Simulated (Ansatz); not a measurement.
A nudged elastic band was laid between two geometries of CH5AsS (8 atoms, charge 0, multiplicity 1).

These are results of RHF/def2-mTZVP in Ansatz 0.2.0, not measurements.

```yaml
movable_images: 7
climbing_image: yes
spring: 5.0 eV/Å²
optimiser: quadratic models (default)
start_path: IDPP
force_threshold: 0.05 eV/Å
iteration_limit: 60
end_points: relaxed
```

Image 0:

```xyz
8
Properties=species:S:1:pos:R:3
C -0.767 1.131 -0.434
S -0.245 0.113 0.993
As 1.052 -1.400 -0.041
H -1.318 0.545 -1.152
H 0.079 1.598 -0.913
H -1.413 1.900 -0.037
H 2.229 -1.317 0.902
H 0.475 -2.627 0.626
```

Image 8:

```xyz
8
Properties=species:S:1:pos:R:3
C -1.001 0.823 -0.613
S -0.648 -0.412 0.689
As 1.540 -0.766 0.327
H -2.049 1.067 -0.523
H -0.817 0.420 -1.597
H -0.420 1.721 -0.471
H 1.994 -0.635 1.761
H 1.494 -2.275 0.371
```

Question: Which bonds break or form, and what moves?

Answer: No bond is made or broken. The dihedral H5–C1–S2–As3 goes from -62 to 62°. The two ends are copies of one structure, up to a mirror image or an exchange of like atoms.

Question: Give the energies along the band, and the barrier.

Answer: It converged. The highest image is number 4 of 0 to 8, 0.052 eV above the ends, which have the same energy within 2 meV. A vibrational analysis at the climbing image gives one clearly imaginary mode, 136i cm⁻¹: a first-order saddle point.

```
image  path coordinate (Å)  energy (eV)  dihedral H5–C1–S2–As3 (°)
    0                 0.00        0.000                        -62
    1                 0.37        0.007                        -48
    2                 0.74        0.024                        -33
    3                 1.11        0.043                        -17
    4                 1.48        0.052                          0
    5                 1.84        0.044                         16
    6                 2.21        0.025                         32
    7                 2.58        0.007                         47
    8                 2.95        0.000                         62
```

Question: What is the geometry of the highest image?

Answer: 
```xyz
8
Properties=species:S:1:pos:R:3:forces:R:3
C -0.940 0.968 -0.543 0.00 -0.02 0.03
S -0.535 -0.178 0.836 -0.01 0.02 -0.02
As 1.416 -1.060 0.166 -0.04 0.03 0.01
H -1.883 0.674 -0.975 0.01 0.00 -0.01
H -0.177 0.945 -1.306 -0.01 0.00 0.01
H -1.021 1.970 -0.152 0.01 0.00 -0.01
H 2.160 -0.873 1.466 0.01 -0.01 0.00
H 1.072 -2.503 0.452 0.02 -0.01 0.00
```

Question: What are the harmonic wavenumbers there?

Answer: 136i, 104, 225, 424, 747, 785, 819, 1074, 1075, 1122, 1508, 1613, 1630, 2337, 2340, 3211, 3288, 3292 cm⁻¹.

The band took 4 iterations and roughly 60 core-seconds.

The run took 63 s on 1 thread of Arm Neoverse V2 (shared host), peak memory 0.28 GiB.
